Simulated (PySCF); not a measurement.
O+ (oxygen, charge +1) across methods

[He] 2s1 2p4, high-spin 4P determinant (an excited configuration). Computed with PySCF 2.14 in aug-cc-pVQZ with one added diffuse shell each of s, p, d, f, g type (7s6p5d4f3g, 105 functions), with no relativity, point nucleus.

```
   method  E (hartree)  mean ε 2s α (eV)  mean ε 2p α (eV)  mean ε 2p β (eV)  Σ⟨r²⟩ (bohr²)   ⟨S²⟩
      PBE     -73.9798           -41.891           -26.579           -21.616          7.734  3.753
      LDA     -73.4892           -41.537           -26.654           -21.370          7.780  3.754
   r2SCAN     -74.0416           -43.911           -27.499           -21.852          7.646  3.754
   PBEsol     -73.7314           -41.701           -26.514           -21.361          7.748  3.753
      UHF    -73.82801           -56.921           -36.554           -26.853          7.628  3.759
   revPBE     -74.0454           -41.945           -26.549           -21.655          7.726  3.753
BHandHLYP     -74.0314           -49.328           -31.581           -25.166          7.651  3.754
     PBE0     -73.9847           -45.773           -29.197           -23.303          7.675  3.753
```

(1) Estimate the same row for r2SCAN0.

## Answers

(1) E (hartree) = -74.0338; mean ε 2s α (eV) = -47.184; mean ε 2p α (eV) = -29.868; mean ε 2p β (eV) = -23.461; Σ⟨r²⟩ (bohr²) = 7.624; ⟨S²⟩ = 3.755.
